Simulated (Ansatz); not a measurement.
AlH6O3P, SMILES `[OH][Al-]([OH])([OH])[PH3+]` from Hartree–Fock to CCSD(T)

Cartesian coordinates in Å:
```
O 0.3759 2.0027 0.0333
Al -0.4120 0.5925 -0.5338
O -2.0159 0.2979 -0.0124
O 0.0838 -0.0630 -2.0355
P 0.7563 -1.0866 0.9787
H -0.0924 2.6445 0.5639
H -2.6368 -0.1602 -0.5759
H 0.7294 0.3880 -2.5766
H 0.5768 -0.9917 2.3736
H 0.4714 -2.4588 0.8275
H 2.1636 -1.1651 0.9572
```

Charge 0, multiplicity 1. The structure was optimised at the PBE0-D4/def2-TZVP level. It is one conformer, not always the lowest. Frozen core, restricted reference, Ansatz 0.2.0. CBS rows extrapolate triple and quadruple zeta; past MP2 they add the triple-zeta difference.

```csv
basis,HF (Eh),MP2 corr.,CCSD corr.,(T),CCSD(T) total
def2-SVP,-810.54630,?,?,-0.01602,?
def2-TZVPP,-811.05090,?,-1.01176,?,?
def2-QZVPP,-811.08025,-1.05820,–,–,–
CBS(def2),-811.08429,-1.11733,-1.15073,as TZ,-812.27010
```

Question: Fill in the withheld values. (Estimate.)

Answer: Ansatz gave: def2-SVP MP2 corr.: -0.75937; def2-SVP CCSD corr.: -0.80226; def2-SVP CCSD(T) total: -811.36458; def2-TZVPP MP2 corr.: -0.97836; def2-TZVPP (T): -0.03508; def2-TZVPP CCSD(T) total: -812.09774.
